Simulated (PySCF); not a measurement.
**Orbital picture of CsSe**

r²SCAN at R = 3.267 Å; PySCF, scalar-relativistic core potentials, basis sets Cs def2-SVP with ECP46, Se def2-SVP. State: ²Π (doublet), unpaired electrons π ↑. Only the outer orbitals are listed, counted within each symmetry, core potentials removing the inner ones.

```csv
spin,orbital,occ.,ε (eV),on Cs (%),main shells (%)
α,7σ,1,-28.06,100,100 Cs s
α,8σ,1,-14.59,38,"61 Se s, 38 Cs p"
α,4π,1,-14.25,100,100 Cs p
α,4π,1,-14.21,100,100 Cs p
α,9σ,1,-13.58,62,"61 Cs p, 38 Se s"
α,5π,1,-4.86,4,96 Se p
α,10σ,1,-3.80,10,90 Se p
α,5π,1,-3.63,7,93 Se p
α,11σ,0,-1.18,98,"84 Cs s, 12 Cs p"
α,6π,0,-0.07,100,"86 Cs p, 14 Cs d"
α,6π,0,-0.07,100,"87 Cs p, 13 Cs d"
β,7σ,1,-28.06,100,100 Cs s
β,4π,1,-14.25,100,100 Cs p
β,4π,1,-14.21,100,100 Cs p
β,8σ,1,-14.19,83,"83 Cs p, 16 Se s"
β,9σ,1,-12.81,18,"82 Se s, 16 Cs p"
β,10σ,1,-3.47,12,87 Se p
β,5π,1,-3.29,8,92 Se p
β,5π,0,-2.58,11,89 Se p
β,11σ,0,-1.19,97,"82 Cs s, 14 Cs p"
β,6π,0,-0.09,100,"84 Cs p, 16 Cs d"
```

Question: Which are the highest filled and the lowest empty level, where do they sit, and how wide is the gap?

Answer: Highest filled β 5π at -3.29 eV (in %: 92 Se p); lowest empty β 5π at -2.58 eV (in %: 89 Se p); the gap at r²SCAN is 0.71 eV. Both belong to one degenerate shell, split only by its one-sided filling, so this is no excitation gap.

The bond order (Mayer) is 0.80 and the ⟨S²⟩ is 0.754. The charge on Cs (Mulliken, basis-dependent) is 0.57. The charge on Cs (Löwdin, basis-dependent) is 0.34 and the dipole moment (positive dipole means Cs(−)Se(+)) is -10.70 D.

Spin–orbit coupling is left out. The state is the lowest determinant that a PBE0 search found; another state may lie lower at other levels.
